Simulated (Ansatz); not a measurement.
The cluster BeF2⁺ (the lowest doublet isomer of a short search), 3 atoms. Hardware: 4 threads of Arm Neoverse N1 on a shared host.

Correlated methods freeze 2 core orbitals. In CCSD on the charge 1 doublet the largest single amplitude is 0.30, so its Hartree–Fock determinant may place the open shell otherwise than the density functionals do.

Task: How many basis functions does each of these Ansatz runs have, and roughly what does it cost? r2SCAN-D4/def2-TZVP, charge 0 triplet at the geometry of the charge 1 doublet, energy, from earlier orbitals; HSE06-D4/def2-TZVP, charge 1 quartet, energy, from earlier orbitals; CAM-B3LYP-D4/def2-TZVP, charge 1 doublet, energy, from earlier orbitals; PBE with 15 % exact exchange/def2-TZVP, charge 1 quartet, energy, from earlier orbitals; ωB97X-V/def2-TZVP, charge 1 quartet, energy, from earlier orbitals; CCSD(T)/def2-TZVPP, charge 1 doublet, energy, from earlier orbitals; HSE06-D4/def2-TZVP, charge 1 doublet, energy, from earlier orbitals; PBE-D4/def2-TZVP, charge 1 quartet, energy, from earlier orbitals; PBE-D4/def2-TZVP, charge 0 triplet at the geometry of the charge 1 doublet, energy, from earlier orbitals; r2SCAN-D4/def2-TZVP, charge 1 quartet, energy, from earlier orbitals; PBE0-D4/def2-SVP, charge 1 doublet, energy, from earlier orbitals; r2SCAN-D4/def2-TZVP, charge 0 singlet at the geometry of the charge 1 doublet, energy, from earlier orbitals.

Result: Other jobs shared the machine, so times can vary by a factor of up to 3. A dash marks memory too small to be measured apart from the calling script's.

```csv
run,functions,fitting or Cholesky vectors,wall time,peak host memory (GiB)
"r2SCAN-D4/def2-TZVP, charge 0 singlet at the geometry of the charge 1 doublet, energy, from earlier orbitals",81,453,1 s,–
"PBE-D4/def2-TZVP, charge 0 triplet at the geometry of the charge 1 doublet, energy, from earlier orbitals",81,453,1.4 s,–
"PBE-D4/def2-TZVP, charge 1 quartet, energy, from earlier orbitals",81,453,1.5 s,–
"PBE with 15 % exact exchange/def2-TZVP, charge 1 quartet, energy, from earlier orbitals",81,453,1.7 s,–
"PBE0-D4/def2-SVP, charge 1 doublet, energy, from earlier orbitals",37,380,1.7 s,–
"HSE06-D4/def2-TZVP, charge 1 quartet, energy, from earlier orbitals",81,453,1.8 s,–
"HSE06-D4/def2-TZVP, charge 1 doublet, energy, from earlier orbitals",81,453,1.9 s,–
"r2SCAN-D4/def2-TZVP, charge 1 quartet, energy, from earlier orbitals",81,453,2.9 s,–
"CAM-B3LYP-D4/def2-TZVP, charge 1 doublet, energy, from earlier orbitals",81,453,3.3 s,–
"r2SCAN-D4/def2-TZVP, charge 0 triplet at the geometry of the charge 1 doublet, energy, from earlier orbitals",81,453,3.6 s,–
"CCSD(T)/def2-TZVPP, charge 1 doublet, energy, from earlier orbitals",81,567,3.8 s,–
"ωB97X-V/def2-TZVP, charge 1 quartet, energy, from earlier orbitals",81,453,6 s,–
```
